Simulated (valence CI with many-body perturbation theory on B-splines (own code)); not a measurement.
# Ta LXVII: one-electron terms

Level of theory: relativistic CI+MBPT: five valence electrons over a frozen Dirac-Fock core [He], a basis of 11 s, 11 p, 10 d, 8 f, 5 g, 2 h functions for each j, with the one-electron correlation potential Σ1 (screened to all orders), the two-electron term Σ2, the three-electron term Σ3, Breit, model QED; selected single and double excitations, second order for the rest, scaled by the run's own slope (own B-spline code, finite nucleus).

No measured spectrum was set against this ion. As an estimate, large intervals hold to a few tenths of a per cent, small ones and those within an open d or f shell to about a per cent. Among the levels kept, up to 7400 cm⁻¹ of a level comes from second order outside the variational space, and about a tenth of that is noise between levels of different J, which matters for small intervals.

These are the spectroscopic orbitals of the CI (the correlating ones are not listed), shaped by the core and the other valence electrons. h is the expectation value of the core's Dirac-Fock operator, without the valence repulsion; Σ1 is computed up to l = 3 at one energy for each symmetry, that of its lowest orbital but kept below the first core excitation, so for empty shells it is not the orbital's own correlation shift; Breit and QED include the response of the core.

```
Orbital  h (hartree)  Σ1 (cm⁻¹)  Breit (cm⁻¹)  QED (cm⁻¹)  ⟨r⟩ (bohr)
  2s1/2      -702.51      -1570        119210      146357     0.07600
  3s1/2      -304.46       -394         32539       41691      0.1789
  4s1/2      -168.29       -155         12792       16960      0.3271
  5s1/2      -106.43      -76.4          6361        8494      0.5199
  6s1/2      -73.287      -43.2          3611        4840      0.7575
  7s1/2      -53.504      -26.8          2245        3015       1.040
  2p1/2      -695.41      -4377        239908        6720     0.06268
  3p1/2      -302.44      -1003         62967        1250      0.1667
  4p1/2      -167.45       -387         24687         466      0.3158
  5p1/2      -106.01       -189         12233         226      0.5096
  6p1/2      -73.047       -107          6935         127      0.7482
  7p1/2      -53.354      -66.2          4308        78.5       1.031
  2p3/2      -642.77      -2618         78133       20368     0.06991
  3p3/2       -286.8       -606         21660        5342      0.1770
  4p3/2      -160.91       -235         10619        2156      0.3295
  5p3/2      -102.69       -116          5339        1080      0.5267
  6p3/2      -71.135      -65.6          3055         617      0.7688
  7p3/2      -52.157      -40.8          1911         386       1.055
  3d3/2      -286.01       -271          2201        -267      0.1496
  4d3/2      -160.58       -118          1211       -28.8      0.3030
  5d3/2      -102.52      -61.0           592         2.0      0.5010
  6d3/2      -71.037      -35.4           358         6.0      0.7439
  7d3/2      -52.095      -22.4           231         5.6       1.031
  3d5/2      -281.65       -227           712        1622      0.1530
  4d5/2      -158.73      -98.0           392         758      0.3071
  5d5/2      -101.57      -50.6           183         403      0.5061
  6d5/2      -70.489      -29.4           111         237      0.7499
  7d5/2       -51.75      -18.6          71.8         151       1.038
  4f5/2       -158.6      -20.8          12.2        -208      0.2643
  5f5/2      -101.51      -11.9          10.1        -101      0.4636
  6f5/2      -70.456       -7.3           6.3       -56.6      0.7079
  7f5/2       -51.73       -4.7           4.4       -34.9      0.9966
  4f7/2      -157.71      -19.4           3.7         191      0.2665
  5f7/2      -101.06      -11.0           3.0         104      0.4662
  6f7/2      -70.192       -6.7           1.7        62.2      0.7108
  7f7/2      -51.563       -4.3           1.2        39.9      0.9999
  5g7/2      -101.04                      0.0       -67.3      0.4070
  6g7/2      -70.181                      0.1       -38.9      0.6517
  7g7/2      -51.556                      0.0       -24.4      0.9411
  5g9/2      -100.77                      0.0        53.9      0.4086
  6g9/2      -70.025                      0.0        31.5      0.6535
  7g9/2      -51.458                      0.0        19.9      0.9431
  6h9/2      -70.024                                           0.5790
 6h11/2       -69.92                                           0.5803
```

Among the shells of the start configuration 2s2 2p3, Σ1 is largest in size for 2p1/2, where it is 0.0029 % of h.

Lowest root of each symmetry, sizes in configuration state functions:

| J | Parity | Roots | Reference | Variational | Second order | Change by selected CI (cm⁻¹) | Change by second order (cm⁻¹) |
| --- | --- | --- | --- | --- | --- | --- | --- |
| 1/2 | even | 26 | 102 | 31997 | 394846 | -43113 | -1129 |
| 3/2 | even | 34 | 157 | 31991 | 925414 | -42523 | -2843 |
| 5/2 | even | 29 | 157 | 31988 | 1060208 | -34829 | -2802 |
| 7/2 | even | 13 | 110 | 31973 | 867560 | -34713 | -3276 |
| 9/2 | even | 5 | 67 | 31992 | 531302 | -35655 | -1108 |
| 1/2 | odd | 26 | 101 | 31995 | 352597 | -35664 | -1106 |
| 3/2 | odd | 36 | 159 | 31993 | 657499 | -35264 | -1831 |
| 5/2 | odd | 29 | 151 | 31988 | 819477 | -31906 | -2971 |
| 7/2 | odd | 17 | 113 | 31999 | 832475 | -32594 | -4180 |
| 9/2 | odd | 6 | 65 | 31997 | 483723 | -29417 | -900 |
| 11/2 | odd | 2 | 33 | 31983 | 209151 | -35689 | -428 |
